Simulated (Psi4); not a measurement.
C4H7 (SMILES C=C([CH2-])C), charge -1, singlet, geometry from GFN2-xTB (a gas-phase anion, which may not be bound at this level). Base run: CCSD(T)/def2-SVP run with Psi4 1.11.

Psi4 was given this input:
```
memory 2 GB

molecule mol {
-1 1
C    -0.190241    0.130603    1.423309
C    -0.004990    0.116648    0.059086
H    -0.287449    1.056326    1.975773
H    -0.207554   -0.779681    2.011697
C     0.086767    1.204930   -0.780612
H     0.177322    1.091179   -1.855013
H    -0.032235    2.217556   -0.417331
C     0.103564   -1.248710   -0.600348
H     0.366004   -2.021010    0.126191
H    -0.848143   -1.536620   -1.061734
H     0.861453   -1.248571   -1.388200
}

set {
  basis def2-svp
  reference rhf
  freeze_core true
}

energy('ccsd(t)')
print_variables()
```

Variants of this job, named by their change:

```json
[
 {"change": "base", "ΔE vs base (kcal/mol)": "0.000", "MP2 correlation (Eh)": "-0.56665", "basis functions": "91", "core-seconds (rough)": "80"},
 {"change": "method = dlpno-mp2", "ΔE vs base (kcal/mol)": "42.84", "MP2 correlation (Eh)": "-0.56614", "basis functions": "91", "core-seconds (rough)": "6"},
 {"change": "method = ccsd", "ΔE vs base (kcal/mol)": "?", "MP2 correlation (Eh)": "-0.56665", "basis functions": "91", "core-seconds (rough)": "40"},
 {"change": "method = fno-ccsd(t)", "ΔE vs base (kcal/mol)": "0.000", "MP2 correlation (Eh)": "-0.56665", "basis functions": "91", "core-seconds (rough)": "50"},
 {"change": "method = mp3", "ΔE vs base (kcal/mol)": "?", "MP2 correlation (Eh)": "-0.56626", "basis functions": "91", "core-seconds (rough)": "6"},
 {"change": "method = qcisd(t)", "ΔE vs base (kcal/mol)": "-0.269", "MP2 correlation (Eh)": "-0.56665", "basis functions": "91", "core-seconds (rough)": "40"},
 {"change": "method = mp4", "ΔE vs base (kcal/mol)": "0.574", "MP2 correlation (Eh)": "-0.56665", "basis functions": "91", "core-seconds (rough)": "30"},
 {"change": "method = mp2", "ΔE vs base (kcal/mol)": "42.76", "MP2 correlation (Eh)": "-0.56626", "basis functions": "91", "core-seconds (rough)": "4"}
]
```

Question: What belongs in the gaps?

Answer: 
- method = ccsd, ΔE vs base (kcal/mol): 13.39
- method = mp3, ΔE vs base (kcal/mol): 17.58

A gas-phase anion may not be bound at this level; its values then depend on the basis.
